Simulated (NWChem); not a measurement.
Molecule: ZnCl, doublet; SMILES [Cl][Zn]

```xyz
2

Zn     0.0000     0.0000    -0.7822
Cl     0.0000     0.0000     1.3804
```
Atoms are numbered in this order, from 1.

Computed with NWChem. Pople sets run with spherical d functions. Spin-unrestricted. All runs use the structure optimised with PBE0/def2-SVP, spin-unrestricted. This spin state was assumed; another may lie lower. No stability test was run on the SCF state. B3LYP is NWChem's, with the RPA form of VWN correlation.

Q: What does the run give for B3LYP/6-31G*? Quantities: highest occupied level (eV); lowest empty minus highest occupied level, either spin (eV); dipole (D); <S²>.

A: 
| Quantity | Value |
|---|---|
| highest occupied level (eV) | -6.19 |
| lowest empty minus highest occupied level, either spin (eV) | 2.30 |
| dipole (D) | 2.99 |
| <S²> | 0.751 |
